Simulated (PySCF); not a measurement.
oxadisiletane (CH6OSi2), SMILES C1O[SiH2][SiH2]1.

Geometry: PBE-D3(BJ)/def2-SVP.

Computed with PBE-D3(BJ)/def2-SVP (PySCF).

Frequencies are harmonic and unscaled.

```
mode  ν (cm⁻¹)  IR (km/mol)  moving atoms (share of kinetic energy)
----  --------  -----------  --------------------------------------
1           71          3.4                  O 39 %, H 38 %, C 17 %
2          317         11.6                                  H 98 %
3          402          9.3                 Si 54 %, O 28 %, C 10 %
4          429          0.3                         Si 75 %, H 13 %
5          457          0.1                                  H 93 %
6          576          1.2                         H 87 %, Si 11 %
7          618         12.5                 H 53 %, C 35 %, Si 11 %
8          644         18.3                                  H 87 %
9          680         85.8                 H 50 %, C 24 %, Si 21 %
10         737         11.2          O 39 %, H 34 %, Si 19 %, C 8 %
11         801         13.4                          H 72 %, C 23 %
12         812        157.1                 H 58 %, Si 24 %, O 16 %
13         900         81.8                                  H 94 %
14         941        168.4                                  H 88 %
15         997         76.3                  O 45 %, C 42 %, H 13 %
16        1160          0.1                                  H 91 %
17        1207          4.4                          H 76 %, C 18 %
18        1410          0.7                                  H 94 %
19        2140        168.3                                  H 98 %
20        2145         83.0                                  H 96 %
21        2147         51.6                                  H 98 %
22        2164        136.1                                  H 96 %
23        2953         42.6                                  H 95 %
24        3005         16.8                          H 90 %, C 10 %
```
